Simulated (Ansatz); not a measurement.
Stepwise reaction of `[NH2][In]([Cl])[Cl]` with ammonia, as a gas-phase model of exchange steps in deposition or etching. ΔE in kJ/mol; ΔG adds harmonic PBE0-D4 terms to CCSD(T)/CBS, at 1 bar.

Computed with Ansatz on PBE0-D4/def2-TZVP structures; ΔE is electronic, products minus reactants. CBS: MP2 limit from def2 TZ/QZ plus the TZ coupled-cluster correction, frozen cores. This one scheme is used for every species. Functionals use def2-TZVPP. B3LYP here is the variant with VWN-RPA as its local correlation; programs differ in this. Elements past krypton have def2 core potentials. For In outer-core shells are correlated without core-valence functions, which leaves a few kJ/mol of doubt a bond. One conformer a species, not always the lowest.

```
step                                                    reaction  PBE-D4  B3LYP-D4  ωB97M-V  CCSD(T)/CBS  ΔG(600 K)
   1  `[NH2][In]([Cl])[Cl]` + NH₃ → `[NH2][In]([NH2])[Cl]` + HCl   104.8     108.7    107.8        103.0       98.2
```

Give the row of step 2, `[NH2][In]([NH2])[Cl]` + NH₃ → `[NH2][In]([NH2])[NH2]` + HCl. (An estimate is asked.)

The calculation gave: 
```
step                                                      reaction  PBE-D4  B3LYP-D4  ωB97M-V  CCSD(T)/CBS  ΔG(600 K)
   2  `[NH2][In]([NH2])[Cl]` + NH₃ → `[NH2][In]([NH2])[NH2]` + HCl   121.5     125.0    124.0        118.6      104.7
```

By hand: ΔE of the 2 steps together at CCSD(T)/CBS.

(103.0) + (118.6) = 221.6 kJ/mol, or 110.8 kJ/mol a step.

In ΔE each step is higher than the one before. All are uphill at CCSD(T)/CBS. ΔG lies between 98.2 and 104.7 kJ/mol a step. PBE-D4 differs from CCSD(T)/CBS by 1.8 to 2.9 kJ/mol a step. Isolated molecules leave out the surface, adducts and barriers. Largest T1 diagnostic: 0.014.
